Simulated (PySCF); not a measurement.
# Trend along group 13: MAs molecules

r²SCAN with double-zeta basis sets in PySCF, for the lowest determinant that a PBE0 search found; no spin–orbit coupling. De refers to high-spin ground-configuration atoms. A positive dipole means M(−)As(+).

| M | basis | state (unpaired electrons) | Re (Å) | ωe (cm⁻¹) | De (eV) | μ (D) |
| --- | --- | --- | --- | --- | --- | --- |
| B | x2c-SVPall | triplet (σ ↑, π ↑) | 1.845 | 835 | 3.33 | 0.10 |
| Ga | cc-pVDZ-PP | triplet (π ↑↑) | 2.568 | 211 | 1.95 | -1.27 |
| In | def2-SVP | triplet (π ↑↑) | 2.756 | 180 | 1.86 | -1.79 |
| Tl | def2-SVP | triplet (π ↑↑) | 2.828 | 157 | 1.78 | -2.59 |

The shortest bond is that of BAs (1.845 Å), the longest that of TlAs (2.828 Å).

The rows differ in basis set, which adds steps of its own.

The state changes along the series, so neighbouring rows are not always alike in their bonding.

Spin–orbit coupling is left out, which matters for elements this heavy, above all for dissociation energies. States were picked by a PBE0 search and need not be the measured ground states.
